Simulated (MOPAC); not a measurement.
MOPAC input (PM7):

```
PM7 PRECISE GNORM=0.05 LET XYZ UHF MS=0.5 GEO-OK AUX(PRECISION=9) THREADS=1
H5S

S     0.06884900 1   -0.00016800 1    0.00091100 1
H    -1.27690000 1    0.00311200 1   -0.01690300 1
H     0.04728800 1    1.48098900 1    0.01190100 1
H     0.04036900 1   -1.48120300 1   -0.01074000 1
H     0.02419600 1   -0.01138000 1    1.48155000 1
H     0.06346100 1    0.01116700 1   -1.48039000 1
```

From the output:

```
                                                       MOPAC v23.2.5 Linux

          FINAL HEAT OF FORMATION =         45.67434 KCAL/MOL =     191.10145 KJ/MOL

          COSMO AREA              =         64.07 SQUARE ANGSTROMS
          COSMO VOLUME            =         46.81 CUBIC ANGSTROMS

          GRADIENT NORM           =          0.02258          =       0.00922 PER ATOM
          IONIZATION POTENTIAL    =          6.332138 EV
          ALPHA SOMO LUMO (EV)    =         -6.332  4.348
          BETA  SOMO LUMO (EV)    =         -6.363  4.287
          NO. OF ALPHA ELECTRONS  =          6
          NO. OF BETA  ELECTRONS  =          5
          MOLECULAR WEIGHT        =         37.0995         POINT GROUP:  C4v

          MOLECULAR DIMENSIONS (Angstroms)

            Atom       Atom       Distance
            H     6    H     5     2.63725
            H     4    H     3     2.63724
            H     5    H     2     1.47819

          SCF CALCULATIONS        =          9

   ATOM   CHEMICAL          X               Y               Z
  NUMBER   SYMBOL      (ANGSTROMS)     (ANGSTROMS)     (ANGSTROMS)

     1       S         -0.00209582  *   0.00000778  *  -0.00002604  *
     2       H         -1.32273510  *   0.00322225  *  -0.01751108  *
     3       H          0.15839733  *   1.31819603  *   0.01213310  *
     4       H          0.15223780  *  -1.31896450  *  -0.00802341  *
     5       H          0.13784030  *  -0.01041668  *   1.32052435  *
     6       H          0.17279686  *   0.00965654  *  -1.31642012  *

                             CARTESIAN COORDINATES

   1    S       -0.002095821     0.000007777    -0.000026042
   2    H       -1.322735100     0.003222247    -0.017511085
   3    H        0.158397333     1.318196026     0.012133102
   4    H        0.152237801    -1.318964499    -0.008023412
   5    H        0.137840305    -0.010416680     1.320524353
   6    H        0.172796864     0.009656536    -1.316420116

           Empirical Formula: H5 S  =     6 atoms

      MOLECULAR POINT GROUP   :   C4v

          ALPHA EIGENVALUES
 -27.36587 -14.38966 -14.38964 -12.88445  -6.72937  -6.33214   4.34772   5.75265
   6.29750   6.29752   7.72014   7.95213   8.22242   8.22243

           BETA EIGENVALUES
 -26.76413 -14.26395 -14.26392 -12.19806  -6.36262   4.28723   4.50313   6.42791
   6.42794   8.43216   8.44433   8.87437   8.87438   9.92179

              NET ATOMIC CHARGES AND DIPOLE CONTRIBUTIONS

  ATOM NO.   TYPE          CHARGE      No. of ELECS.   s-Pop       p-Pop       d-Pop
    1          S          -0.124983        6.1250     1.38376     3.49383     1.24740
    2          H           0.149359        0.8506     0.85064
    3          H          -0.006091        1.0061     1.00609
    4          H          -0.006096        1.0061     1.00610
    5          H          -0.006093        1.0061     1.00609
    6          H          -0.006097        1.0061     1.00610
 DIPOLE           X         Y         Z       TOTAL
 POINT-CHG.    -0.966     0.002    -0.013     0.966
 HYBRID        -0.743     0.002    -0.010     0.743
 SUM           -1.708     0.004    -0.023     1.709

          ATOMIC ORBITAL ELECTRON POPULATIONS

     Atom    s        px        py        pz      x^2-y^2     xz        z^2       yz        xy
    1  S   1.38376   1.25259   1.12061   1.12063   0.67579   0.00060   0.57075   0.00012   0.00014
    2  H   0.85064
    3  H   1.00609
    4  H   1.00610
    5  H   1.00609
    6  H   1.00610

                    (SZ)    =    0.500000
                    (S**2)  =    0.759697

          ATOMIC ORBITAL SPIN POPULATIONS

    Atom   Total    s     px     py     pz   x^2-y^2  xz     z^2    yz     xy
         Atomic
    1  S  1.0118  0.062  0.178  0.008  0.008  0.536  0.000  0.218  0.000  0.000
    2  H -0.0176 -0.018
    3  H  0.0015  0.001
    4  H  0.0015  0.001
    5  H  0.0015  0.001
    6  H  0.0015  0.001

 **********************
 *                    *
 * JOB ENDED NORMALLY *
 *                    *
 **********************

 == MOPAC DONE ==
```

The geometry given is a B3LYP-D3(BJ)/def2-TZVP minimum.
